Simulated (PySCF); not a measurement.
# SMILES Cc1cccc(B(O)O)c1, C$_{7}$H$_{9}$BO$_{2}$

Cartesian coordinates in Å; atom numbers follow the order of the lines, from 1:
```xyz
19

C     2.787   -0.982   -0.095
C     1.534   -0.166    0.041
C     1.595    1.207    0.306
C     0.433    1.971    0.397
C    -0.813    1.373    0.228
C    -0.914   -0.001   -0.030
B    -2.328   -0.663   -0.203
O    -2.524   -2.010   -0.314
O    -3.421    0.145   -0.240
C     0.271   -0.743   -0.119
H     3.185   -0.927   -1.122
H     2.604   -2.044    0.127
H     3.578   -0.624    0.580
H     2.570    1.684    0.444
H     0.503    3.042    0.606
H    -1.726    1.969    0.298
H    -1.712   -2.519   -0.241
H    -4.231   -0.367   -0.336
H     0.231   -1.820   -0.328
```

Theory: quadratic response CAM-B3LYP/aug-cc-pVDZ first hyperpolarisability, Taylor convention, gas phase in PySCF. Geometry: PBE0-D3(BJ)/def2-SVP.

Q: Give the tensor of the second harmonic β(−2ω;ω,ω) at 1064 nm in the axes of these coordinates.

A: In au, Taylor convention; rows are the first index (the induced dipole):
|  | xx | yy | zz | xy | xz | yz |
| --- | --- | --- | --- | --- | --- | --- |
| x | +87.9 | +11.7 | -9.7 | +76.8 | +11.9 | +6.1 |
| y | +75.5 | -33.3 | -23.8 | +17.8 | +7.0 | -0.9 |
| z | +11.4 | -1.5 | -11.6 | +7.1 | -9.3 | -23.0 |

Norm of βᵢ = ⅓ Σⱼ (βᵢⱼⱼ + βⱼᵢⱼ + βⱼⱼᵢ): 96.3 au, hyper-Rayleigh value 59.3 au.
